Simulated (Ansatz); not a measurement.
Ansatz (a program for electronic structure) input (CCSD(T)/def2-SVPD):

Ansatz 0.2 input:
```yaml
crystal:
  periodic: [false, false, false]
  atoms:
    - {symbol: Si, position_ang: [0.21033708, -0.33409986, -0.80742728]}
    - {symbol: Br, position_ang: [-0.31526257, 0.50212832, 1.21108879]}
    - {symbol: O, position_ang: [0.72383228, 1.12944586, -1.30732407]}
    - {symbol: O, position_ang: [-1.05474990, -0.99134962, -1.57396690]}
    - {symbol: O, position_ang: [1.29768143, -1.53111305, -0.73780686]}
    - {symbol: H, position_ang: [-1.80379228, -0.42183211, -1.76997618]}
    - {symbol: H, position_ang: [2.15915273, -1.33112658, -0.36136704]}
basis:
  gaussian:
    orbitals: def2-SVPD
magnetization: {spin_polarized: true, initial_magnetization: 1}
correlation: {method: ccsd_t, electrons: outside_noble_gas}
output: {forces: true}
```

Output:

```
Functional definition: HF
integrals: 0.68 GiB planned
1444 factors; integrals over basis functions are off by at most 1.1e-3 eV
mean field: 1.47 GiB planned
mean field evaluation 1: about -83983.2972 eV, gradient 4.3e1 eV
mean field evaluation 2: about -83983.3102 eV, gradient 4.3e1 eV
mean field evaluation 4: about -83991.3592 eV, gradient 5.4e0 eV
mean field evaluation 8: about -83992.7513 eV, gradient 9.9e-1 eV
mean field evaluation 16: about -83992.7835 eV, gradient 8.0e-3 eV
mean field evaluation 32: about -83992.7815 eV, gradient 1.6e-1 eV
mean field evaluation 64: about -83992.7732 eV, gradient 4.4e-1 eV
mean field evaluation 96: about -83992.3486 eV, gradient 1.4e0 eV
mean field evaluation 128: about -83987.7174 eV, gradient 2.6e1 eV
mean field evaluation 160: about -83989.3624 eV, gradient 1.6e0 eV
mean field evaluation 192: about -83989.2267 eV, gradient 2.0e0 eV
mean field evaluation 224: about -83989.8650 eV, gradient 4.4e0 eV
mean field -83992.78347092 eV, -3086.6778602029 hartree, gradient 3.0e-6 eV, S^2 0.759082; 5 other end points of the search recorded, 0 dependent functions left out
determinant -83992.78347092 eV, -3086.6778602029 hartree, with singles and doubles -84014.24345041 eV, -3087.4664999032 hartree
determinant -83992.36978493 eV, -3086.6626575231 hartree, with singles and doubles -84013.72506248 eV, -3087.4474494981 hartree
determinant -83992.78347092 eV, -3086.6778602029 hartree, with singles and doubles -84014.29100712 eV, -3087.4682475799 hartree
determinant -83992.36978493 eV, -3086.6626575231 hartree, with singles and doubles -84013.76191475 eV, -3087.4488037940 hartree
22 core orbitals not correlated
reference -83992.78347092 eV, -3086.6778602029 hartree; 16, 15 occupied and 112, 113 virtual orbitals, 1444 factors
densities: 4.26 GiB planned
second order -20.57365259 eV of doubles, -0.00000000 eV of singles
coupled cluster: 2.48 GiB planned
cycle   1  -21.50753688 eV  change   -6.8e-7 eV  update   3.5e-6
cycle   2  -21.50753773 eV  change   -8.5e-7 eV  update   2.5e-6
cycle   3  -21.50753872 eV  change   -9.9e-7 eV  update   1.7e-6
cycle   4  -21.50753919 eV  change   -4.7e-7 eV  update   6.4e-7
cycle   5  -21.50753953 eV  change   -3.4e-7 eV  update   3.6e-7
cycle   6  -21.50753960 eV  change   -6.9e-8 eV  update   1.9e-7
perturbative correction -0.62313043 eV, -0.0228996207 hartree
the calculation of the forces begins
Total energy: -84014.91414095 eV, -3087.4911473257 hartree
Atom 0 at     0.210337    -0.334100    -0.807427 Å, force    -0.364254    -0.135914     0.937047 eV/Å
Atom 1 at    -0.315263     0.502128     1.211089 Å, force    -0.029951     0.015949     0.094558 eV/Å
Atom 2 at     0.723832     1.129446    -1.307324 Å, force     0.486554     1.313059    -0.521244 eV/Å
Atom 3 at    -1.054750    -0.991350    -1.573967 Å, force    -0.662475    -0.466924    -0.479536 eV/Å
Atom 4 at     1.297681    -1.531113    -0.737807 Å, force     0.568730    -0.749422    -0.041910 eV/Å
Atom 5 at    -1.803792    -0.421832    -1.769976 Å, force    -0.150761     0.046378    -0.048293 eV/Å
Atom 6 at     2.159153    -1.331127    -0.361367 Å, force     0.152156    -0.023126     0.059377 eV/Å
Dipole moment:    -0.010917    -0.026928     0.013330 e Å
```

It need not be the lowest isomer of its formula.
